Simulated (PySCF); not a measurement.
Al(F)(OH)(OSiH3) (AlFH4O2Si), SMILES [OH][Al]([F])[O][SiH3]. Atoms are numbered in the order given.

```xyz
9

Al    -0.0157     0.8009     0.5953
F      0.8820     2.1799     0.3034
O     -1.0328     0.6965     1.9586
H     -1.1079     1.4335     2.5847
O      0.0955    -0.4967    -0.4798
Si     0.0532    -1.8695    -1.4121
H     -1.0512    -2.7857    -0.9570
H      1.3642    -2.6009    -1.3059
H     -0.1856    -1.5033    -2.8520
```
Charge 0, spin multiplicity 1.

Geometry optimised at PBE-D3(BJ)/def2-SVP. The structure was generated by enumeration; whether it is a known compound was not checked. One conformer was computed; it need not be the lowest.

Two levels are set side by side: PBE/pcSseg-1 (PySCF) and PBE0/pcSseg-1 (PySCF). GIAO shifts against CFCl3 (¹⁹F), H2O (¹⁷O), TMS (²⁹Si), TMS (¹H) at the same level; non-relativistic, no solvent, atoms listed together averaged. Differences are taken from unrounded values.

```csv
quantity,PBE
δ(¹⁹F) of F2 (ppm),-222.8
δ(¹⁷O) of O3 (ppm),16.9
δ(¹H) of H4 (ppm),1.79
δ(¹⁷O) of O5 (ppm),6.8
δ(²⁹Si) of Si6 (ppm),-36.0
"δ(¹H) of H7, H8, H9 (ppm)",5.80
```

These are the PBE values. What does PBE0 give? (The exact figures need the calculation; the answer reports its results.)


```json
[
 {"quantity": "δ(¹⁹F) of F2 (ppm)", "PBE0": "-205.7", "PBE minus PBE0": "-17.1"},
 {"quantity": "δ(¹⁷O) of O3 (ppm)", "PBE0": "9.9", "PBE minus PBE0": "7.0"},
 {"quantity": "δ(¹H) of H4 (ppm)", "PBE0": "1.91", "PBE minus PBE0": "-0.12"},
 {"quantity": "δ(¹⁷O) of O5 (ppm)", "PBE0": "-0.8", "PBE minus PBE0": "7.6"},
 {"quantity": "δ(²⁹Si) of Si6 (ppm)", "PBE0": "-35.4", "PBE minus PBE0": "-0.6"},
 {"quantity": "δ(¹H) of H7, H8, H9 (ppm)", "PBE0": "5.58", "PBE minus PBE0": "0.22"}
]
```

Rough cost on one machine, each run with all the roots and properties that it gave: PBE0 against PBE within a factor of 2.
